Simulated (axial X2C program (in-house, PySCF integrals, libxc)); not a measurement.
# Curves of GeO⁺ by EOM-IP-CCSD

Computed with an axial X2C code built on PySCF integrals: two-component X2C with atomic mean-field Coulomb and Gaunt terms, Gaussian nuclei, basis Ge dyall-cv3z, O dyall-av3z with contracted cores.

Energies in eV from the lowest point of the lowest state; states are followed by energy order within each Ω. Reference: GeO, 20 electrons correlated in 94 virtual spinors with an MP2 remainder; levels at this size can be off by some tenths of an eV. Masses 73.921 and 15.995 u.

| R (Å) | (1)Ω=3/2 | (1)Ω=1/2 | (2)Ω=1/2 | (3)Ω=1/2 |
| --- | --- | --- | --- | --- |
| 1.489 | 1.6242 | 0.6812 | 1.6656 | 5.1305 |
| 1.553 | 0.7995 | 0.2636 | 0.8376 | 4.7903 |
| 1.618 | 0.3096 | 0.1168 | 0.3454 | 4.7618 |
| 1.691 | 0.0474 | 0.0758 | 0.1784 | 4.9898 |
| 1.764 | 0.0000 | 0.0266 | 0.3869 | 5.3990 |
| 1.861 | 0.1594 | 0.1811 | 0.8067 | 6.1148 |

T1 of the reference reaches 0.034 (Lee–Taylor). Curves followed by order can swap character. Number of frozen shells: Ge 3 s, 2 p; O 1 s. Roots with under 60 % one-particle weight at any point are counted in the labels but not shown, and the list ends where the roots sought for some Ω run out; states that need a further excitation are missing and may lie low or lowest. Curves with a minimum but no constants failed the fit check.
